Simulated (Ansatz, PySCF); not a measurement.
H7P3Si, SMILES P[SiH](P)P.

Geometry: PBE0-D3(BJ)/def2-SVP. Other conformers were not sampled.

Vertical ionisation energy (IE) and electron affinity (EA) in eV. Rows of orbital energies are one-electron estimates. Where ΔSCF, EOM or ADC give a negative EA the extra electron is unbound and the value depends on the basis.

```csv
level,IE,EA
"−ε(HOMO), −ε(LUMO), HF/def2-TZVP (PySCF)",9.74,-2.63
"−ε(HOMO), −ε(LUMO), PBE/def2-TZVP (PySCF)",…,…
"ΔSCF, PBE0/def2-SVPD (Ansatz), final states of multiplicity 2 and 2",9.06,-0.90
"ΔSCF, PBE/def2-SVPD (Ansatz), final states of multiplicity 2 and 2",8.73,-0.72
```

Task: Fill in the missing entries. (Estimate from the structure and the level; the computed values follow.)

Result: 
- −ε(HOMO), −ε(LUMO), PBE/def2-TZVP (PySCF), IE: 6.31
- −ε(HOMO), −ε(LUMO), PBE/def2-TZVP (PySCF), EA: 1.25

Task: What vertical singlet–triplet gap does ΔSCF give with PBE0/def2-SVPD (Ansatz, a first-principles code) and with PBE/def2-SVPD (Ansatz)? (The exact figures need the calculation; the answer reports its results.)

Result: 5.19 and 4.83 eV (triplet above singlet where positive).
